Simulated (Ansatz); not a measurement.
The same path of C$_{2}$H$_{4}$NSi (8 atoms, charge -1, multiplicity 1) was run twice with different band settings. Lost on the way: N1–C3. The coordinate that changes most is the dihedral H5–C2–C3–Si4.

Computed with RKS PBE0-D4/cc-pVDZ in Ansatz.

Relaxed end points:

```xyz
8
Properties=species:S:1:pos:R:3
N 1.001 1.230 0.000
C -0.087 1.298 -0.621
C -0.256 0.317 0.437
Si -0.488 -1.598 0.137
H -0.476 1.811 -1.513
H -0.737 0.728 1.347
H 0.543 -1.695 -1.023
H 0.500 -2.091 1.236
```

```xyz
8
Properties=species:S:1:pos:R:3
N 0.441 0.961 -1.825
C -0.359 1.128 -0.874
C -0.441 0.252 0.323
Si 0.594 -1.135 0.540
H -1.146 1.978 -0.782
H -1.181 0.470 1.121
H 1.681 -1.710 -0.303
H 0.413 -1.942 1.800
```

Common settings: spring 5.0 eV/Å²; optimiser quadratic models (default); start path IDPP; force threshold 0.05 eV/Å; iteration limit 60; end points relaxed.

| run | movable images | climbing image |
| --- | --- | --- |
| 1 | 5 | yes |
| 2 | 4 | no |

Task: What does each run give, and how far can it be trusted?

Result: Run 1: converged after 9 iterations, highest image 0.738 eV above the first end. A vibrational analysis at the climbing image gives one clearly imaginary mode, 207i cm⁻¹: a first-order saddle point.
Run 2: converged after 13 iterations, highest image 0.732 eV above the first end. No image climbed, so the highest image needn't sit at the top of the path.
The orbitals stay closed-shell, which can raise the energy where a bond breaks towards radicals; this wasn't checked here. Limits of this set-up: an anion without diffuse functions, the dipole of an ion depends on the origin.
